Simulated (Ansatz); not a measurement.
Species: C2H4Cl2, charge 0, singlet. C2H4Cl2 (SMILES ClCCCl).
B3LYP-D3(BJ)/def2-TZVP minimum from Ansatz (a program for electronic structure):
```xyz
8

C      0.6968    -0.0646    -0.2836
C     -0.6968     0.0646     0.2836
Cl    -1.8963    -0.0884    -1.0556
Cl     1.8963     0.0884     1.0556
H      0.9115     0.7227    -1.0003
H      0.8519    -1.0350    -0.7461
H     -0.8519     1.0350     0.7461
H     -0.9115    -0.7227     1.0003
```

Total energies in cc-pV(D+d)Z, 26 correlated electrons, 12 frozen orbitals. UHF or UKS for unpaired electrons; spin-orbit terms are left out. Cores are frozen in correlated methods. No relativity.

```json
[
 {"method": "HF", "program": "Ansatz", "energy (Eh)": "-997.08302", "minus CCSDT(Q) (mEh)": "630.79"},
 {"method": "MP2", "program": "Ansatz", "energy (Eh)": "-997.64410", "minus CCSDT(Q) (mEh)": "69.71"},
 {"method": "CCSD", "program": "Ansatz", "energy (Eh)": "-997.69465", "minus CCSDT(Q) (mEh)": "19.16"},
 {"method": "CCSD(T)", "program": "Ansatz", "energy (Eh)": "-997.71164", "minus CCSDT(Q) (mEh)": "2.17"},
 {"method": "CCSDT(Q)", "program": "Ansatz", "energy (Eh)": "-997.71381", "minus CCSDT(Q) (mEh)": "0.00"}
]
```

Rough core times of Ansatz's runs on a shared machine: CCSD(T) under 20 s, CCSDT(Q) 10 min.
